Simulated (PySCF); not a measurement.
C2H8Si, SMILES C[SiH2]C (connectivity only; charge and spin as stated), charge +1, multiplicity 2.

Coordinates come from a PBE-D3(BJ)/def2-SVP optimisation. A frequency run showed that this geometry is not a minimum. The spin state was assumed, not searched. The isomer is the one that the SMILES or the coordinates give; other isomers of the formula were not compared.

Calculation: PBE-D3(BJ)/def2-SVP (PySCF).

Frequencies are harmonic and unscaled.

| mode | ν (cm⁻¹) | IR (km/mol) | moving atoms (share of kinetic energy) |
|---|---|---|---|
| 1 | 506i | 492.9 | H 55 %, Si 25 %, C 20 % |
| 2 | 221i | 5.6 | H 56 %, Si 24 %, C 20 % |
| 3 | 109 | 0.0 | H 97 % |
| 4 | 131 | 0.6 | H 95 % |
| 5 | 165 | 0.3 | C 40 %, H 35 %, Si 25 % |
| 6 | 551 | 45.4 | H 87 %, C 11 % |
| 7 | 555 | 1.0 | C 68 %, Si 17 %, H 16 % |
| 8 | 582 | 0.0 | H 99 % |
| 9 | 616 | 1.0 | H 96 % |
| 10 | 687 | 4.6 | H 48 %, C 36 %, Si 16 % |
| 11 | 758 | 0.0 | H 87 %, C 13 % |
| 12 | 792 | 89.3 | H 83 %, Si 10 % |
| 13 | 815 | 2.2 | H 87 %, C 12 % |
| 14 | 1003 | 25.5 | H 89 % |
| 15 | 1117 | 0.5 | H 85 %, C 15 % |
| 16 | 1244 | 217.7 | H 91 %, C 9 % |
| 17 | 1287 | 0.6 | H 93 % |
| 18 | 1353 | 0.0 | H 95 % |
| 19 | 1363 | 44.7 | H 95 % |
| 20 | 1982 | 78.7 | H 97 % |
| 21 | 2000 | 21.9 | H 99 % |
| 22 | 2934 | 103.9 | H 98 % |
| 23 | 2943 | 30.9 | H 98 % |
| 24 | 3060 | 16.7 | H 90 %, C 10 % |
| 25 | 3062 | 0.0 | H 90 %, C 10 % |
| 26 | 3100 | 1.1 | H 91 %, C 9 % |
| 27 | 3103 | 31.8 | H 91 %, C 9 % |
